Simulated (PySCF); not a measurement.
CH6AlClGe, SMILES [Cl][Al]([CH3])[GeH3].

Geometry: B3LYP-D3(BJ)/def2-SVP. The structure was generated by enumeration; whether it is a known compound was not checked.

Computed with TDDFT-M06-2X/def2-SVPD run with PySCF 2.14.0.

Vertical excitations. Isolated molecule, no solvent.

```tsv
state	energy (eV)	λ (nm)	f	main pairs
S1	4.59	270	0.010	HOMO→LUMO 98 %
S2	6.11	203	0.275	HOMO→LUMO+1 94 %
S3	6.50	191	0.013	HOMO−1→LUMO 94 %
S4	6.59	188	0.048	HOMO→LUMO+2 90 %
S5	6.68	185	0.000	HOMO−2→LUMO 71 %, HOMO−5→LUMO 24 %
S6	7.01	177	0.034	HOMO−3→LUMO 87 %
S7	7.18	173	0.007	HOMO−5→LUMO 68 %, HOMO−2→LUMO 23 %
S8	7.23	171	0.025	HOMO−4→LUMO 56 %, HOMO→LUMO+4 26 %, HOMO→LUMO+3 8 %
S9	7.50	165	0.081	HOMO→LUMO+4 54 %, HOMO→LUMO+3 18 %, HOMO−4→LUMO 11 %
S10	7.58	164	0.100	HOMO→LUMO+5 53 %, HOMO→LUMO+3 19 %, HOMO−4→LUMO 8 %
T1	4.09	303	0	HOMO→LUMO 97 %
T2	5.45	227	0	HOMO→LUMO+1 75 %
T3	5.88	211	0	HOMO−1→LUMO 84 %
T4	5.94	209	0	HOMO→LUMO+2 85 %
```
Triplets are in the Tamm–Dancoff approximation, which puts them higher than full response would, so one can lie above its singlet here.
